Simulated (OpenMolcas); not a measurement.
# InCl2F: a line through the functionals

InCl2F has 4 atoms, charge 0, and is taken as a singlet. SMILES: `[F][In]([Cl])[Cl]`. The shape is that of a PBE0-D4/def2-TZVP optimisation.

The vertical ionisation energy (to the doublet cation) y, in eV, basis def2-SVP with a core potential; a is the functional's share of exact exchange. Programs: OpenMolcas 26.06.

| functional | program | a | y (eV) |
| --- | --- | --- | --- |
| TPSS | OpenMolcas | 0 | 11.28 |
| PBE | OpenMolcas | 0 | 11.14 |
| B3LYP | OpenMolcas | 0.2 | ? |
| PBE0 | OpenMolcas | 0.25 | 11.78 |
| BHLYP | OpenMolcas | 0.5 | 12.01 |

Question: Fit y = c + s·a to the known rows and predict B3LYP.

Answer: 
1. Means of the 4 rows: a = 0.1875, y = 11.553.
2. Σ(Δa)² = 0.17188, Σ(Δa·Δy) = 0.28562, so the slope is 0.28562/0.17188 = 1.6617.
3. Intercept: 11.553 − (1.6617) × 0.1875 = 11.241. The largest residual of the fit is 0.12.
4. B3LYP: 11.241 + (1.6617) × 0.2 = 11.57 eV.

The run gave 11.61 eV, so the prediction is off by -0.04 eV, within the largest residual. The rows mix families of semi-local functionals, which the line can't see. Spin-orbit coupling is left out.
